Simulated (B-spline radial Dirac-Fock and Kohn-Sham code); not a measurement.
Dipole and non-dipole photoemission parameters of Pr³⁺ 3d3/2

System: the Pr³⁺ ion, [Xe] 4f2; threshold 990.1 eV (orbital energy of the model). The computed values come from an atomic code on a B-spline grid: Dirac-Hartree-Slater photoionisation with a Latter tail; cross sections with all multipoles, angular parameters from the dipole term and its interference with E2.

Input file task.json (cfg lists n, l and occupation; rrms is the nuclear radius in fm):

```json
{"items": [{
  "Z": 59,
  "q": 3,
  "cfg": [[1, 0, 2], [2, 0, 2], [2, 1, 6], [3, 0, 2], [3, 1, 6], [3, 2, 10], [4, 0, 2], [4, 1, 6], [4, 2, 10], [4, 3, 2], [5, 0, 2], [5, 1, 6]],
  "A": 141,
  "rrms": 4.8919,
  "do": "xps",
  "hv": [73.7, 76.1, 94.4, 97.5, 200, 229.0, 245.0, 348.0, 357.0, 400, 800, 1440.0, 1486.9, 1650.0, 1860.0, 2000, 2110.0, 2290.0, 2820.0, 2870.0, 3220.0, 3750.0, 4050.0, 4250.0, 4330.0, 6000, 6230.0, 9251.7, 9700.0, 12000]
}]}
```

Launch: `python xray2_run.py task.json out`

For linearly polarised light dσ/dΩ = σ/(4π) [1 + β P₂(cos θ) + (δ + γ cos²θ) sin θ cos φ], with θ from the polarisation vector and φ the angle between the beam and the projection of the electron momentum on the plane normal to the polarisation.

```
hν (eV)  σ (kb)      β       γ      δ
   1440     337  0.931  -0.113  0.018
 1486.9     311  0.969  -0.102  0.022
   1650     236  1.067  -0.053  0.032
   1860     171  1.147   0.022  0.043
   2000     140  1.182   0.075  0.048
   2110     120  1.202   0.116  0.052
   2290    94.9  1.226   0.184  0.058
   2820    51.2  1.253   0.375  0.074
   2870    48.6  1.254   0.392  0.075
   3220    34.1  1.250   0.504  0.084
   3750    21.2  1.233   0.656  0.097
   4050    16.6  1.219   0.734  0.105
   4250    14.2  1.209   0.783  0.110
   4330    13.4  1.205   0.802  0.112
   6000    4.50  1.113   1.131  0.154
   6230    3.95  1.100   1.168  0.160
 9251.7       ?      ?       ?      ?
   9700   0.829  0.931   1.580  0.249
  12000   0.380  0.843   1.758  0.307
```

Task: Give the values at Ga Kα (9251.7 eV).

Result: σ = 0.984 kb, β = 0.950, γ = 1.538, δ = 0.238.
